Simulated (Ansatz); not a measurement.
Job for Ansatz (an electronic-structure program): R-B3LYP/def2-TZVPP on H4Sn (SMILES [SnH4]). Elements past Kr take the def2 small-core potentials; no spin–orbit coupling.

Ansatz 0.2 input:
```yaml
crystal:
  periodic: [false, false, false]
  atoms:
    - {symbol: Sn, position_ang: [-0.00000606, -0.00003235, 0.00002156]}
    - {symbol: H, position_ang: [-1.12262738, 1.17696013, -0.52288323]}
    - {symbol: H, position_ang: [0.25477023, -1.13834058, -1.24832411]}
    - {symbol: H, position_ang: [-0.61253358, -0.79724219, 1.38143071]}
    - {symbol: H, position_ang: [1.48039679, 0.75855498, 0.38985507]}
basis:
  gaussian:
    orbitals: def2-TZVPP
hamiltonian:
  xc: {name: B3LYP}
scf: {lower_state_search: off}
```

Question: What total energy does the run end on?

Answer: -216.7481 hartree.
